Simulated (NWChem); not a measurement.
Species: SiHF3; SMILES F[SiH](F)F

```xyz
5

Si     0.0000     0.0000     0.3319
F      1.2501     0.8171    -0.2387
F      0.0825    -1.4912    -0.2387
F     -1.3327     0.6741    -0.2387
H      0.0000     0.0000     1.7980
```
Atoms are numbered in this order, from 1.

Results from NWChem. Pople sets run with spherical d functions. All runs use the structure optimised with PBE0/def2-SVP.

Problem. Taking TPSS/6-311++G** as the yardstick, which of these has the fewest basis functions while keeping “dipole (D)” within 0.2 D of it: TPSS/6-311G**; TPSS/3-21G; TPSS/6-31G*; TPSS/6-31+G*; TPSS/STO-3G?

Solution. TPSS/3-21G (a larger set in the list lies outside the tolerance).
| level | basis functions | dipole (D) |
|---|---|---|
| TPSS/STO-3G | 25 | 0.50 |
| TPSS/3-21G | 42 | 1.53 |
| TPSS/6-31G* | 62 | 1.29 |
| TPSS/6-31+G* | 78 | 1.51 |
| TPSS/6-311G** | 86 | 1.52 |
| TPSS/6-311++G** | 103 | 1.61 |

The yardstick is one finite set, not the basis-set limit.
